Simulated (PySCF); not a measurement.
Isomers of C3H7B. Isolated molecules, 0 K electronic values unless said otherwise. One relaxed conformer stands for each flexible species; it need not be the lowest. Strings in code marks are SMILES.

Quantity: vertical ionisation energy (energy after one electron is removed minus that of the parent at the parent's geometry), in eV.

A: `BC(=C)C`
B: `BCC=C`
C: `[H]/B=C/CC`

**Question.** Order them by vertical ionisation energy (energy after one electron is removed minus that of the parent at the parent's geometry) (lowest first) at the level PBE-D3(BJ)/def2-TZVP (PySCF).

**Answer.** C (8.48 eV), B (9.35 eV), A (10.06 eV)
